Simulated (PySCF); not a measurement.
Species: C₈H₈.
SMILES with atom numbers: `[CH:1]1=[CH:2]\[CH:3]=[CH:4]/[CH:5]=[CH:6]\[CH:7]=[CH:8]/1` (hydrogens: H9 on C1; H10 on C2; H11 on C3; H12 on C4; H13 on C5; H14 on C6; H15 on C7; H16 on C8)

The same species was optimised twice, with GFN2-xTB and with PBE0-D3(BJ)/def2-SVP (PySCF), and the same property calculations (PySCF, gas phase) were run on both structures.

| coordinate | GFN2-xTB | PBE0-D3(BJ)/def2-SVP | change |
| --- | --- | --- | --- |
| C1=C2 (Å) | 1.327 | 1.342 | +0.015 |
| C5=C6 (Å) | 1.327 | 1.342 | +0.015 |
| C7=C8 (Å) | 1.327 | 1.342 | +0.015 |
| C3=C4 (Å) | 1.327 | 1.342 | +0.015 |
| C4–C5 (Å) | 1.466 | 1.469 | +0.003 |
| C1–C8 (Å) | 1.466 | 1.468 | +0.002 |
| C6–C7 (Å) | 1.466 | 1.469 | +0.003 |
| C2–C3 (Å) | 1.466 | 1.469 | +0.003 |
| C5–C6–C7 (°) | 125.7 | 127.1 | +1.4 |
| C1–C2–C3 (°) | 125.7 | 127.1 | +1.4 |
| C2–C1–C8 (°) | 125.7 | 127.1 | +1.4 |
| C6–C7–C8 (°) | 125.8 | 127.1 | +1.3 |
| C4–C5–C6 (°) | 125.7 | 127.1 | +1.4 |
| C2–C3–C4 (°) | 125.8 | 127.1 | +1.3 |
| C3–C4–C5 (°) | 125.8 | 127.1 | +1.3 |
| C1–C8–C7 (°) | 125.8 | 127.1 | +1.3 |

Rotational constants: A = 2765, B = 2762, C = 1597 MHz (GFN2-xTB) against A = 2702, B = 2699, C = 1525 MHz (PBE0-D3(BJ)/def2-SVP). Point groups within 0.08 Å: D2d and D2d.

On the GFN2-xTB structure: lowest singlet, TDDFT (eV) 3.99 [PBE0/def2-SVPD]; lowest triplet, Tamm–Dancoff (eV) 3.04 [PBE0/def2-SVPD]; isotropic polarisability (au) 89.8 [PBE0/def2-SVPD]; HOMO (eV) -6.36 [PBE0/def2-SVPD]; LUMO (eV) -1.10 [PBE0/def2-SVPD]; HOMO (eV) -6.37 [PBE0/pcSseg-1]; LUMO (eV) -1.08 [PBE0/pcSseg-1]; GIAO shielding of C1 (×8) (mean) (ppm) 45.6 [PBE0/pcSseg-1].

Question: What do these properties become on the PBE0-D3(BJ)/def2-SVP structure?

Answer: 
```tsv
property	level	on GFN2-xTB	on PBE0-D3(BJ)/def2-SVP	change
lowest singlet, TDDFT (eV)	PBE0/def2-SVPD	3.99	3.46	-0.53
lowest triplet, Tamm–Dancoff (eV)	PBE0/def2-SVPD	3.04	2.56	-0.48
isotropic polarisability (au)	PBE0/def2-SVPD	89.8	92.7	+2.9
HOMO (eV)	PBE0/def2-SVPD	-6.36	-6.18	+0.18
LUMO (eV)	PBE0/def2-SVPD	-1.10	-1.46	-0.36
energy, GFN2-xTB geometry as zero (kcal/mol)	PBE0/def2-SVPD	0.0	-1.8	-1.8
HOMO (eV)	PBE0/pcSseg-1	-6.37	-6.18	+0.19
LUMO (eV)	PBE0/pcSseg-1	-1.08	-1.43	-0.35
energy, GFN2-xTB geometry as zero (kcal/mol)	PBE0/pcSseg-1	0.0	-1.0	-1.0
GIAO shielding of C1 (×8) (mean) (ppm)	PBE0/pcSseg-1	45.6	41.5	-4.1
```

The heavy atoms differ by 0.048 Å rms after alignment. Among bonds between heavy atoms C1=C2, C3=C4, C5=C6 and C7=C8 change most and about equally (+0.015 Å). Changes are differences of the printed values. Neither structure is proved a minimum here.
